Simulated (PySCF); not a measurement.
# Excitation energy of N²⁺ by level of theory

N²⁺ [He] 2s2 2p1 (2P) → N²⁺ [He] 2s1 2p2 (4P), as a difference of total energies. All numbers are calculated (PySCF 2.14, no relativity, point nucleus, in aug-cc-pVTZ with one added diffuse shell each of s, p, d, f type (6s5p4d3f, 62 functions)). Correlated levels: valence: 1s2 frozen. The calculations carry no spin-orbit coupling.

| method | excitation energy (eV) |
| --- | --- |
| UHF | 5.173 |
| MP2 (valence) | 6.379 |
| SCS-MP2 (valence) | 6.825 |
| CCSD (valence) | 7.014 |
| CCSD(T) (valence) | 7.042 |

Task: How much does correlation contribute at CCSD(T) (valence)?

Result: 7.042 − (5.173) = 1.869 eV, measured against UHF.
